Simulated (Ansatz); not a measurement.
Total energies of `[SiH3][AlH][S][SiH3]`.

Cartesian coordinates in Å:
```
Si 1.7380 -0.7326 -0.0308
Al 0.6443 1.1604 -1.1441
S -1.4638 1.6120 -0.7836
Si -1.9579 0.0716 0.6133
H 0.8635 -1.9382 0.0008
H 3.0028 -1.1001 -0.7276
H 2.0802 -0.3854 1.3780
H 1.3587 2.1510 -2.1512
H -0.8716 -0.1128 1.6111
H -3.1970 0.4954 1.3100
H -2.1972 -1.2212 -0.0760
```

Total charge 0; spin multiplicity 1. Geometry: relaxed with PBE0-D4/def2-TZVP. It is one conformer, not always the lowest. Basis def2-TZVPP, Ansatz 0.2.0.

RPA on PBE orbitals: Hartree–Fock energy of these orbitals -1221.42467 Eh, correlation -0.98835 Eh (frozen core).

```json
{"functional": "LDA (SPW92)", "energy without D4 (Eh)": "-1219.09137", "D4 term (kJ/mol)": "–"}
{"functional": "PBE", "energy without D4 (Eh)": "-1223.27695", "D4 term (kJ/mol)": "-29.1"}
{"functional": "revPBE", "energy without D4 (Eh)": "-1223.65272", "D4 term (kJ/mol)": "-71.3"}
{"functional": "BLYP", "energy without D4 (Eh)": "-1223.87871", "D4 term (kJ/mol)": "-61.2"}
{"functional": "r2SCAN", "energy without D4 (Eh)": "-1223.79244", "D4 term (kJ/mol)": "-7.0"}
{"functional": "B97M-V", "energy without D4 (Eh)": "-1223.60078", "D4 term (kJ/mol)": "–"}
{"functional": "PBE0", "energy without D4 (Eh)": "-1223.39913", "D4 term (kJ/mol)": "-25.2"}
{"functional": "B3LYP", "energy without D4 (Eh)": "-1223.99175", "D4 term (kJ/mol)": "-47.5"}
{"functional": "r2SCANh", "energy without D4 (Eh)": "-1223.78626", "D4 term (kJ/mol)": "-7.7"}
{"functional": "r2SCAN0", "energy without D4 (Eh)": "-1223.77806", "D4 term (kJ/mol)": "-8.6"}
{"functional": "HSE06 (plane-wave form)", "energy without D4 (Eh)": "-1223.37160", "D4 term (kJ/mol)": "-24.0"}
{"functional": "BHLYP", "energy without D4 (Eh)": "-1223.90139", "D4 term (kJ/mol)": "-42.3"}
{"functional": "CAM-B3LYP", "energy without D4 (Eh)": "-1223.92277", "D4 term (kJ/mol)": "-26.4"}
{"functional": "LC-ωPBE", "energy without D4 (Eh)": "-1223.52404", "D4 term (kJ/mol)": "–"}
{"functional": "ωB97X-V", "energy without D4 (Eh)": "-1223.71333", "D4 term (kJ/mol)": "–"}
{"functional": "ωB97M-V", "energy without D4 (Eh)": "-1223.79995", "D4 term (kJ/mol)": "–"}
{"functional": "B2PLYP", "energy without D4 (Eh)": "-1223.40797", "D4 term (kJ/mol)": "–"}
{"functional": "PBE-QIDH", "energy without D4 (Eh)": "-1223.05594", "D4 term (kJ/mol)": "–"}
```

B3LYP takes the VWN-RPA correlation (the form of Gaussian; ORCA's B3LYP/G). HSE06 is the plane-wave form, built on full-range PBE exchange. The double hybrids freeze the cores in their second-order part.

LC-ωPBE has ω = 0.4 bohr⁻¹.
